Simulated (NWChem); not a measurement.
# Atomisation of CCl2

```xyz
3

Cl     1.4167     0.0000    -0.1504
C      0.0000     0.0000     0.8523
Cl    -1.4167     0.0000    -0.1504
```
Charge 0, spin multiplicity 1.

All runs are NWChem calculations. All single points use one geometry, from B3LYP/def2-SVP, a minimum by its harmonic frequencies.

Basis set: def2-TZVP. The atomisation energy is electronic alone: no zero-point, thermal, spin-orbit or counterpoise terms. No value is extrapolated to the basis-set limit. Free atoms are single determinants with multiplicities Cl 2, C 3. Correlated methods freeze the same cores in atoms and molecule, 11 orbitals in all.

B3LYP has NWChem's definition, with VWN1-RPA local correlation. The structure started from a generated list of species. No SCF solution was tested for a lower state. Open-shell Hartree-Fock references start from PBE0 orbitals. Coupled-cluster values serve here as a point of comparison, not as the truth.

Task: Order these methods by the atomisation energy they give, lowest first: B3LYP, HF, PBE0, BLYP, BHandHLYP, PBE.

Result: HF (91.5 kcal/mol), BHandHLYP (154.4 kcal/mol), B3LYP (171.3 kcal/mol), BLYP (178.2 kcal/mol), PBE0 (180.0 kcal/mol), PBE (194.6 kcal/mol)
